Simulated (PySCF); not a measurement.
What builds the second ionisation energy along group 15

All values are computed (PySCF 2.14, energy differences of UHF-based or UKS calculations, no spin-orbit coupling). Each column adds one step, in eV (sums use unrounded values): valence MP2, valence CCSD, valence triples, then the next inner shell at CCSD(T) (N 1s, P 2s 2p, As 3s 3p 3d, Sb 4s 4p 4d, Bi 5s 5p 5d). References (NIST) marked * lie between the lowest fine-structure levels; the others compare directly ((s) semi-empirical, (t) theoretical).

| element | UHF | + MP2 | + CCSD | + (T) | + inner shell | sum | reference |
| --- | --- | --- | --- | --- | --- | --- | --- |
| N [He] 2s2 2p2 → [He] 2s2 2p1 (ANO-RCC-VTZP, spin-free X2C) | 29.211 | 0.418 | -0.156 | 0.016 | 0.022 | 29.510 | 29.601 (s) * |
| P [Ne] 3s2 3p2 → [Ne] 3s2 3p1 (ANO-RCC-VTZP, spin-free X2C) | 19.165 | 0.441 | 0.041 | 0.034 | -0.009 | 19.672 | 19.769 (s) * |
| As [Ar] 3d10 4s2 4p2 → [Ar] 3d10 4s2 4p1 (ANO-RCC-VTZP, spin-free X2C) | 17.987 | 0.365 | 0.031 | 0.024 | 0.069 | 18.476 | 18.589 * |
| Sb [Kr] 4d10 5s2 5p2 → [Kr] 4d10 5s2 5p1 (ANO-RCC-VTZP, spin-free X2C) | 16.046 | 0.304 | 0.039 | 0.019 | 0.115 | 16.523 | 16.626 ± 0.025 * |
| Bi [Xe] 4f14 5d10 6s2 6p2 → [Xe] 4f14 5d10 6s2 6p1 (ANO-RCC-VTZP, spin-free X2C) | 15.355 | 0.277 | 0.035 | 0.014 | 0.176 | 15.857 | 16.703 * |

What remains against the references is mostly basis incompleteness and, for starred values, spin-orbit coupling.

These are valence bases, so the inner-shell step is incomplete.
